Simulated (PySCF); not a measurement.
hydrogen bromide (BrH), SMILES Br. Geometry: PBE-D3(BJ)/def2-TZVPD.

TDDFT-PBE/def2-TZVPD (PySCF) puts the lowest singlet excitations at 6.28, 6.28, 8.16, 8.16, 8.36, 8.36 eV and the lowest triplet (TDA) at 5.74 eV.

Task: What are the lowest singlet roots from EOM-CCSD/aug-cc-pVDZ (PySCF)? (The exact figures need the calculation; the answer reports its results.)

Result: 6.76, 6.76, 8.92, 8.92, 9.61, 9.61 eV; triplets 6.26, 6.26, 8.51 eV. S1 differs by 0.48 eV (second minus first; roots are paired by order, and the bases may differ).
